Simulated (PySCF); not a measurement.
Ba: excitation energy

Ba [Xe] 6s2 (1S) → Ba [Xe] 5d2 (3F), as a difference of total energies. Computed with PySCF 2.14 in def2-TZVPPD with the def2 core potential (46 electrons), with a scalar-relativistic core potential. Correlated levels: valence: 5s2 5p6 frozen. The calculations carry no spin-orbit coupling.

```tsv
method	excitation energy (cm⁻¹)
UHF	19632
MP2 (valence)	22489
SCS-MP2 (valence)	23363
CCSD (valence)	23807
```

With two correlated electrons CCSD is exact in that space.
